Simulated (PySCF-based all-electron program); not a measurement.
# CeOF₂, singlet: all-electron forces

All-electron Kohn–Sham DFT on the free molecule, computed near the basis limit with an in-house program on PySCF integrals; Koelling–Harmon scalar relativity, no spin–orbit coupling, spin-restricted. Forces are good to about 0.012 eV/Å. In part, the step from PBE was taken on X2C orbitals. Atoms are numbered as listed.

Shape A:

| atom | x (Å) | y (Å) | z (Å) |
| --- | --- | --- | --- |
| Ce | 0.0000 | 0.0000 | 0.0000 |
| O | 0.0000 | 0.0000 | 1.8150 |
| F | 0.5014 | 1.6986 | -1.1153 |
| F | 0.5014 | -1.6986 | -1.1153 |

PBE forces:

| atom | Fx | Fy | Fz (eV/Å) |
| --- | --- | --- | --- |
| Ce1 | -0.008 | 0.000 | -0.022 |
| O2 | 0.019 | 0.000 | -0.076 |
| F3 | -0.006 | -0.026 | 0.049 |
| F4 | -0.006 | 0.026 | 0.049 |

(1) What forces does r2SCAN give in shape A?

Shape B:

```xyz
4

Ce    0.0000    0.0000    0.0000
O     0.0000    0.0000    1.6335
F     0.5014    1.6986   -1.1153
F     0.5014   -1.6986   -1.1153
```

Against shape A, Ce1–O2 goes from 1.815 to 1.633 Å.

PBE forces:

| atom | Fx | Fy | Fz (eV/Å) |
| --- | --- | --- | --- |
| Ce1 | -0.258 | 0.000 | -8.499 |
| O2 | 0.052 | 0.000 | 8.788 |
| F3 | 0.103 | 0.291 | -0.144 |
| F4 | 0.103 | -0.291 | -0.144 |

(2) What forces does r2SCAN give in shape B?

Answers

(1) The forces move by 0.306 eV/Å (r.m.s. over the atoms) from PBE.

| atom | Fx | Fy | Fz (eV/Å) |
| --- | --- | --- | --- |
| Ce1 | 0.057 | 0.000 | 0.279 |
| O2 | 0.025 | 0.000 | -0.556 |
| F3 | -0.041 | -0.149 | 0.138 |
| F4 | -0.041 | 0.149 | 0.139 |

(2) The forces move by 0.304 eV/Å (r.m.s. over the atoms) from PBE.

| atom | Fx | Fy | Fz (eV/Å) |
| --- | --- | --- | --- |
| Ce1 | -0.221 | 0.000 | -8.172 |
| O2 | 0.065 | 0.000 | 8.306 |
| F3 | 0.078 | 0.201 | -0.067 |
| F4 | 0.078 | -0.201 | -0.067 |
